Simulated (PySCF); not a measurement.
Hf(H)3(SH) (H4HfS), SMILES [HfH3][SH], multiplicity 1. Atoms are numbered in the order given.

```xyz
6

Hf    -0.0001     0.4247     0.0000
H      1.7787     0.9324     0.0000
H     -0.8623     1.0642    -1.5032
H     -0.8623     1.0642     1.5032
S     -0.0822    -1.9832     0.0000
H      1.2706    -1.9101     0.0000
```

The structure is a stationary point at PBE0-D3(BJ)/def2-TZVP. The spin state was assumed, not searched. The def2 effective core potentials stand for the cores of Hf; spin–orbit coupling is left out.

The numbers are results of TDA-LC-ωPBE/def2-TZVPD run with PySCF 2.14.0, not measurements.

Vertical excitations. Gas-phase values at a fixed geometry. State labels are in the subgroup Cs.

Computed UV-visible absorptions:
```json
[
 {"state": "S1", "symmetry": "A\"", "energy (eV)": "4.78", "λ (nm)": "259", "f": "0.001", "main pairs": "HOMO−1→LUMO+2 53 %, HOMO−2→LUMO+1 23 %, HOMO−1→LUMO 8 %"},
 {"state": "S2", "symmetry": "A\"", "energy (eV)": "4.99", "λ (nm)": "248", "f": "0.002", "main pairs": "HOMO−2→LUMO+1 57 %, HOMO−1→LUMO+2 25 %"},
 {"state": "S3", "symmetry": "A'", "energy (eV)": "5.00", "λ (nm)": "248", "f": "0.003", "main pairs": "HOMO−1→LUMO+1 33 %, HOMO−2→LUMO 26 %, HOMO−2→LUMO+2 21 %"},
 {"state": "S4", "symmetry": "A'", "energy (eV)": "5.31", "λ (nm)": "233", "f": "0.032", "main pairs": "HOMO−2→LUMO+2 36 %, HOMO−1→LUMO+1 32 %, HOMO−2→LUMO+3 13 %, HOMO−1→LUMO+4 8 %"},
 {"state": "S5", "symmetry": "A\"", "energy (eV)": "5.40", "λ (nm)": "229", "f": "0.004", "main pairs": "HOMO→LUMO+3 45 %, HOMO→LUMO+2 35 %, HOMO−1→LUMO+2 8 %"},
 {"state": "S6", "symmetry": "A\"", "energy (eV)": "5.63", "λ (nm)": "220", "f": "0.001", "main pairs": "HOMO−1→LUMO 53 %, HOMO→LUMO 23 %"},
 {"state": "S7", "symmetry": "A'", "energy (eV)": "5.64", "λ (nm)": "220", "f": "0.012", "main pairs": "HOMO−2→LUMO+2 26 %, HOMO−2→LUMO 23 %, HOMO−3→LUMO+3 15 %, HOMO−3→LUMO+2 14 %"},
 {"state": "S8", "symmetry": "A'", "energy (eV)": "5.79", "λ (nm)": "214", "f": "0.000", "main pairs": "HOMO−3→LUMO+2 40 %, HOMO−2→LUMO 31 %, HOMO−3→LUMO+3 12 %"},
 {"state": "S9", "symmetry": "A\"", "energy (eV)": "5.87", "λ (nm)": "211", "f": "0.008", "main pairs": "HOMO−3→LUMO+1 40 %, HOMO→LUMO 14 %, HOMO−3→LUMO+4 12 %, HOMO−1→LUMO+3 10 %"},
 {"state": "S10", "symmetry": "A\"", "energy (eV)": "5.89", "λ (nm)": "210", "f": "0.004", "main pairs": "HOMO→LUMO 37 %, HOMO−1→LUMO+3 20 %, HOMO−1→LUMO 16 %, HOMO−3→LUMO+1 6 %"},
 {"state": "T1", "symmetry": "A\"", "energy (eV)": "4.28", "λ (nm)": "289", "f": "0", "main pairs": "HOMO−1→LUMO+2 63 %, HOMO−2→LUMO+1 14 %"},
 {"state": "T2", "symmetry": "A'", "energy (eV)": "4.39", "λ (nm)": "282", "f": "0", "main pairs": "HOMO−1→LUMO+1 30 %, HOMO−2→LUMO+2 26 %, HOMO−2→LUMO 26 %"},
 {"state": "T3", "symmetry": "A\"", "energy (eV)": "4.42", "λ (nm)": "280", "f": "0", "main pairs": "HOMO−2→LUMO+1 62 %, HOMO−1→LUMO+2 15 %"},
 {"state": "T4", "symmetry": "A'", "energy (eV)": "4.54", "λ (nm)": "273", "f": "0", "main pairs": "HOMO−2→LUMO+2 33 %, HOMO−1→LUMO+1 31 %, HOMO−2→LUMO+3 8 %, HOMO−1→LUMO+4 8 %"}
]
```
Triplets are in the Tamm–Dancoff approximation.
